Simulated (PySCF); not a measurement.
hexafluorobenzene anion (C6F6), SMILES Fc1c(F)c(F)c(F)c(F)c1F (connectivity only; charge and spin as stated), charge -1, multiplicity 2.

Geometry: B3LYP-D3(BJ)/def2-SVPD. The multiplicity is an assumed one; no other spin state was optimised.

Level of theory: PBE/def2-SVPD (PySCF).

Isolated molecule, no solvent. A positive occupied level means that this level leaves the electron formally unbound; only the finite basis holds it.

Computed frontier levels, dipole moment and polarisability:
α spin, highest occupied and lowest empty level: 0.94 and 3.15 eV
β spin, highest occupied and lowest empty level: -1.39 and 1.42 eV
dipole moment about the centre of nuclear charge: 0.05 D
mean static polarisability: 108.9 bohr³ (16.13 Å³)
polarisability, principal values: 57.9, 128.1, 140.6 bohr³
⟨S²⟩: 0.754 (pure state 0.75)
